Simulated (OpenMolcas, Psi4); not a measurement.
## CH7BGe (SMILES C[BH][GeH3]): the dipole moment, rung by rung

The species is CH7BGe (10 atoms), meant as a singlet with charge 0. SMILES: `C[BH][GeH3]`. The shape is that of a PBE0-D4/def2-TZVP optimisation.

Each level gives the dipole moment (D). The values are calculated.

```csv
level,kind,program,value (D),CPU time
BLYP/def2-SVP,GGA,OpenMolcas,1.43,45 s
PBE/def2-SVP,GGA,OpenMolcas,1.43,46 s
revPBE/def2-SVP,GGA,OpenMolcas,1.42,46 s
M06-L/def2-SVP,meta-GGA,OpenMolcas,1.39,65 s
TPSS/def2-SVP,meta-GGA,OpenMolcas,1.44,57 s
r2SCAN/def2-SVP,meta-GGA,OpenMolcas,1.43,56 s
M06-2X/def2-SVP,hybrid meta-GGA,OpenMolcas,1.40,64 s
M06-2X/def2-SVP (density fitting),hybrid meta-GGA,Psi4,1.40,15 s
```

All-electron rows without a relativistic Hamiltonian named are non-relativistic. The values span 1.39 to 1.44 D. Magnitudes only. Times are those of the runs behind each value, whatever else they computed, on shared processors of several kinds: orders of magnitude only.
